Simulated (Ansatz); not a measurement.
`[CH3][In]([Cl])[N]=C=O` → Cl• + `[CH3][In][N]=C=O`•  (homolysis of the Cl–In bond)

Calculated with Ansatz (gas phase, PBE0-D4/def2-TZVP geometries, no zero-point term in ΔE). CCSD(T)/CBS adds triple-zeta CCSD(T) − MP2 to the extrapolated MP2 energy (def2 sets, frozen cores). This one scheme is used for every species, atoms too. Functionals use def2-TZVPP. HSE06 is defined as in plane-wave codes. No spin–orbit coupling; open shells (•) take unrestricted orbitals. Spin–orbit coupling would lower the free atoms: a little for Cl. Elements past krypton have def2 core potentials. Bonds to In are less sure, by a few kJ/mol each and by 10 to 20 or more in all where they break to atoms, as the def2 sets lack core-valence functions. One conformer a species, not always the lowest.

| level | ΔE (kcal/mol) | difference from CCSD(T)/CBS |
| --- | --- | --- |
| LDA (SPW92) | 105.1 | 8.7 |
| r2SCAN-D4 | 92.1 | -4.3 |
| B2PLYP | 90.1 | -6.3 |
| HSE06 | 91.8 | -4.6 |
| HF/def2-SVP | 69.7 | -26.7 |
| MP2/def2-SVP | 92.2 | -4.2 |
| SCS-MP2/def2-TZVPP | 94.5 | -1.9 |
| CCSD/def2-TZVPP | 89.8 | -6.6 |
| HF/def2-QZVPP | 70.3 | -26.1 |
| SCS-MP2/def2-QZVPP | 97.2 | 0.8 |
| CCSD(T)/CBS | 96.4 | 0 |

Task: What do rigid-rotor, harmonic-oscillator terms from PBE0-D4/def2-TZVP frequencies (298.15 K, 1 bar) make of the CCSD(T)/CBS value? (Best estimate.)

Result: The calculation gave: ΔZPE = -1.6 kcal/mol, ΔH = +95.3 kcal/mol, ΔS = 137 J/(mol·K), ΔG = +85.6 kcal/mol. Open shells count their whole term as degenerate. Modes under 50 cm⁻¹ make the entropy rough.

Largest T1 diagnostic among the species: 0.018.

At CCSD(T), def2-SVP lies −8.8 kcal/mol from the extrapolated value and def2-TZVPP −4.3 kcal/mol: correlation converges slowly with the basis, and small sets miss more of it in the bonded molecule than in its fragments. From PBE to PBE0 (25 % exact exchange), in def2-TZVPP and without D4, ΔE moves by +1.0 kcal/mol.

CCSD(T)/CBS has its own doubt, a few kJ/mol and more with outer-core shells, so smaller differences from it don't rank the levels.
